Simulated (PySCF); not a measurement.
Si(F)3(nPr), C3H7F3Si, SMILES CCC[Si](F)(F)F at its PBE0/def2-SVP optimised geometry (Å):

```
14

C      2.0854    -0.9274     0.0225
C      0.5650    -0.9400     0.0129
C     -0.0478     0.4642     0.0000
Si    -1.8857     0.4642     0.0000
F     -2.4935     1.9494     0.0000
F     -2.4877    -0.2893    -1.2845
F     -2.4808    -0.2872     1.2890
H      2.4747    -0.4037     0.9103
H      2.4935    -1.9494     0.0321
H      2.4867    -0.4154    -0.8668
H      0.1930    -1.4906     0.8936
H      0.2035    -1.5022    -0.8650
H      0.2871     1.0456     0.8775
H      0.2914     1.0318    -0.8848
```

Level of theory: PBE0/def2-TZVP (PySCF 2.14.0). Cells within 0.4 Å of a nucleus heavier than hydrogen are left out (blank, or x).

Map of the electrostatic potential (hartree/e), clipped to [-0.08, 0.12] on the plane z = 1.0 Å:

```
|111111111111122222222222222|
|111101111111222222222222222|
|100000011111222222222222222|
|000000001112222222222222222|
|000000000112222222222222222|
|000000001122223322222222222|
|000000111223333333222222222|
|000002333344445443322222222|
|000013567765699853322222222|
|111136999987999974332222222|
|111259999998999984333322222|
|111369999999999974334332222|
|111389999999999854468743222|
|111399999998998654699984222|
|000299x99986678866999994222|
|000199999765699987999983222|
|000027974445999997999943222|
|000000112336999986787432222|
|000000011235999964454332222|
|100000111224799743334332222|
|111111111223455433333332222|
|111111111222233322233332222|
|111111111222222222222222222|
|111111111122222222222222222|
|111111111122222222222222222|
|111111111122222222222222222|
|111111111122222222222222222|
```
Scale: ten equal steps from -0.028 (start of '0') to 0.120 (end of '9'), in the order '0123456789'; x runs from -4.50 to 4.50, y from -4.50 (bottom) to 4.50 (top).
